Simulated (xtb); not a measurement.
xtb input (GFN1-xTB):

```bash
xtb mol.xyz --gfn 1 --sp --chrg 0 --uhf 0
```
mol.xyz:
```
9

Si     1.51178254     0.19104950     0.41969333
O      0.08849401    -0.05251268    -0.35056873
Si    -1.54278186    -0.17265439    -0.29688964
H      1.51847801     1.52325122     1.06842913
H      1.71591878    -0.85057785     1.45356486
H      2.59933578     0.11960503    -0.57866039
H     -2.03370860    -0.45525031    -1.66206985
H     -2.13099843     1.09688766     0.19077181
H     -1.94298718    -1.27134589     0.61326259
```

Output:

```
           -------------------------------------------------
          |                Calculation Setup                |
           -------------------------------------------------

           -------------------------------------------------
          |                 G F N 1 - x T B                 |
           -------------------------------------------------

        Reference                      10.1021/acs.jctc.7b00118
      * Hamiltonian:
        H0-scaling (s, p, d)           1.850000    2.250000    2.000000
        zeta-weighting                 0.000000
      * Dispersion:
        s8                             2.400000
        a1                             0.630000
        a2                             5.000000
        s9                             0.000000
      * Repulsion:
        kExp                           1.500000
        rExp                           1.000000
      * Coulomb:
        alpha                          2.000000
        third order                    atomic
        anisotropic                    false
      * Halogen bond correction:
        rad-scale                      1.300000
        damping                        0.440000

          ...................................................
          :                      SETUP                      :
          :.................................................:
          :  # basis functions                  36          :
          :  # atomic orbitals                  34          :
          :  # shells                           20          :
          :  # electrons                        20          :
          :  # halogen bonds                     0          :
          :  max. iterations                   250          :
          :  Hamiltonian                  GFN1-xTB          :
          :  restarted?                      false          :
          :  GBSA solvation                  false          :
          :  PC potential                    false          :
          :  electronic temp.          300.0000000     K    :
          :  accuracy                    1.0000000          :
          :  -> integral cutoff          0.2500000E+02      :
          :  -> integral neglect         0.1000000E-07      :
          :  -> SCF convergence          0.1000000E-05 Eh   :
          :  -> wf. convergence          0.2000000E-04 e    :
          :  Broyden damping             0.4000000          :
          :  net charge                          0          :
          :  unpaired electrons                  0          :
          ...................................................

 iter      E             dE          RMSdq      gap      omega  full diag
   1    -11.8617608 -0.118618E+02  0.605E+00    7.70       0.0  T
   2    -11.8886926 -0.269318E-01  0.331E+00    7.23       1.0  T
   3    -11.8887113 -0.186591E-04  0.674E-01    6.86       1.0  T
   4    -11.8901258 -0.141449E-02  0.307E-01    7.09       1.0  T
   5    -11.8909055 -0.779728E-03  0.483E-02    7.04       1.0  T
   6    -11.8909097 -0.424764E-05  0.341E-02    7.02       1.0  T
   7    -11.8909193 -0.957500E-05  0.229E-04    7.03     145.7  T
   8    -11.8909193 -0.468059E-09  0.340E-05    7.03     979.2  T
   9    -11.8909193  0.682121E-12  0.209E-05    7.03    1596.7  T

   *** convergence criteria satisfied after 9 iterations ***

         #    Occupation            Energy/Eh            Energy/eV
      -------------------------------------------------------------
         1        2.0000           -0.7772956             -21.1513
       ...           ...                  ...                  ...
         4        2.0000           -0.5718472             -15.5608
         5        2.0000           -0.5629358             -15.3183
         6        2.0000           -0.5370557             -14.6140
         7        2.0000           -0.4596006             -12.5064
         8        2.0000           -0.4588282             -12.4853
         9        2.0000           -0.4527335             -12.3195
        10        2.0000           -0.4512398             -12.2789 (HOMO)
        11                         -0.1928390              -5.2474 (LUMO)
        12                         -0.1754914              -4.7754
        13                         -0.1670729              -4.5463
        14                         -0.1609329              -4.3792
        15                         -0.1517512              -4.1294
       ...                                ...                  ...
        34                          1.4968208              40.7306
      -------------------------------------------------------------
                  HL-Gap            0.2584007 Eh            7.0314 eV
             Fermi-level           -0.3220394 Eh           -8.7631 eV

 SCC (total)                   0 d,  0 h,  0 min,  0.007 sec
 SCC setup                      ...        0 min,  0.000 sec (  1.099%)
 Dispersion                     ...        0 min,  0.000 sec (  0.434%)
 classical contributions        ...        0 min,  0.000 sec (  0.190%)
 integral evaluation            ...        0 min,  0.002 sec ( 21.889%)
 iterations                     ...        0 min,  0.003 sec ( 37.861%)
 molecular gradient             ...        0 min,  0.003 sec ( 37.209%)
 printout                       ...        0 min,  0.000 sec (  1.211%)

         :::::::::::::::::::::::::::::::::::::::::::::::::::::
         ::                     SUMMARY                     ::
         :::::::::::::::::::::::::::::::::::::::::::::::::::::
         :: total energy             -11.815717270819 Eh    ::
         :: gradient norm              0.043670496306 Eh/a0 ::
         :: HOMO-LUMO gap              7.031441333792 eV    ::
         ::.................................................::
         :: SCC energy               -11.890919311513 Eh    ::
         :: -> electrostatic           0.026677655159 Eh    ::
         :: repulsion energy           0.077640858926 Eh    ::
         :: dispersion energy         -0.002438818232 Eh    ::
         :: halogen bond corr.         0.000000000000 Eh    ::
         :: add. restraining           0.000000000000 Eh    ::
         :: total charge               0.000000000000 e     ::
         :::::::::::::::::::::::::::::::::::::::::::::::::::::

           -------------------------------------------------
          |                Property Printout                |
           -------------------------------------------------

    * Orbital Energies and Occupations

         #    Occupation            Energy/Eh            Energy/eV
      -------------------------------------------------------------
         1        2.0000           -0.7772956             -21.1513
         2        2.0000           -0.6516277             -17.7317
         3        2.0000           -0.5959616             -16.2169
         4        2.0000           -0.5718472             -15.5608
         5        2.0000           -0.5629358             -15.3183
         6        2.0000           -0.5370557             -14.6140
         7        2.0000           -0.4596006             -12.5064
         8        2.0000           -0.4588282             -12.4853
         9        2.0000           -0.4527335             -12.3195
        10        2.0000           -0.4512398             -12.2789 (HOMO)
        11                         -0.1928390              -5.2474 (LUMO)
        12                         -0.1754914              -4.7754
        13                         -0.1670729              -4.5463
        14                         -0.1609329              -4.3792
        15                         -0.1517512              -4.1294
        16                         -0.1375042              -3.7417
        17                         -0.0541657              -1.4739
Note: The following floating-point exceptions are signalling: IEEE_DENORMAL
normal termination of xtb
        18                         -0.0525539              -1.4301
        19                         -0.0514201              -1.3992
        20                         -0.0494049              -1.3444
        21                         -0.0375546              -1.0219
       ...                                ...                  ...
        34                          1.4968208              40.7306
      -------------------------------------------------------------
                  HL-Gap            0.2584007 Eh            7.0314 eV
             Fermi-level           -0.3220394 Eh           -8.7631 eV

  Mulliken/CM5 charges         n(s)   n(p)   n(d)
     1Si    0.39308  0.15287   1.206  1.699  0.702
     2O    -0.36122 -0.38440   1.640  4.721  0.000
     3Si    0.39308  0.15287   1.206  1.699  0.702
     4H    -0.07191  0.01175   1.072  0.000  0.000
     5H    -0.07185  0.01181   1.072  0.000  0.000
     6H    -0.06871  0.01577   1.069  0.000  0.000
     7H    -0.06871  0.01577   1.069  0.000  0.000
     8H    -0.07185  0.01181   1.072  0.000  0.000
     9H    -0.07191  0.01175   1.072  0.000  0.000

Wiberg/Mayer (AO) data.
largest (>0.10) Wiberg bond orders for each atom

 ---------------------------------------------------------------------------
     #   Z sym  total        # sym  WBO       # sym  WBO       # sym  WBO
 ---------------------------------------------------------------------------
     1  14 Si   4.188 --     2 O    1.265     6 H    0.940     4 H    0.940
                             5 H    0.940
     2   8 O    2.572 --     1 Si   1.265     3 Si   1.265
     3  14 Si   4.188 --     2 O    1.265     7 H    0.940     9 H    0.940
                             8 H    0.940
     4   1 H    0.990 --     1 Si   0.940
     5   1 H    0.990 --     1 Si   0.940
     6   1 H    0.992 --     1 Si   0.940
     7   1 H    0.992 --     3 Si   0.940
     8   1 H    0.990 --     3 Si   0.940
     9   1 H    0.990 --     3 Si   0.940
 ---------------------------------------------------------------------------

Topologies differ in total number of bonds
Writing topology from bond orders to xtbtopo.mol

 dipole moment from electron density (au)
     X       Y       Z
  -0.0317   0.0188   0.1254  total (Debye):    0.332

           -------------------------------------------------
          | TOTAL ENERGY              -11.815717270819 Eh   |
          | GRADIENT NORM               0.043670496306 Eh/α |
          | HOMO-LUMO GAP               7.031441333792 eV   |
           -------------------------------------------------

------------------------------------------------------------------------
------------------------------------------------------------------------
 total:
 SCF:
```
